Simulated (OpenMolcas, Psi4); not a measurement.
**Si5H12 (SMILES [SiH3][Si]([SiH3])([SiH3])[SiH3]): methods side by side**

Si5H12: 17 atoms, total charge 0, spin state singlet. As SMILES, `[SiH3][Si]([SiH3])([SiH3])[SiH3]`. The coordinates come from a PBE0-D4/def2-TZVP relaxation.

Quantity: the HOMO–LUMO gap, in eV. The values are calculated.

```csv
level,kind,program,value (eV)
HF/6-31G* (spherical functions),Hartree–Fock,OpenMolcas,13.47
SVWN5/6-31G* (spherical functions),LDA,OpenMolcas,6.02
BLYP/6-31G* (spherical functions),GGA,OpenMolcas,6.18
PBE/6-31G* (spherical functions),GGA,OpenMolcas,6.14
M06-L/6-31G* (spherical functions),meta-GGA,OpenMolcas,6.72
r2SCAN/6-31G* (spherical functions),meta-GGA,OpenMolcas,6.63
CAM-B3LYP/6-31G* (spherical functions),range-separated hybrid,Psi4,10.28
wB97X/6-31G* (spherical functions),range-separated hybrid,Psi4,12.13
```

The values span 6.02 to 13.47 eV. Orbital gaps aren't excitation energies; they tend to grow with the share of exact exchange.
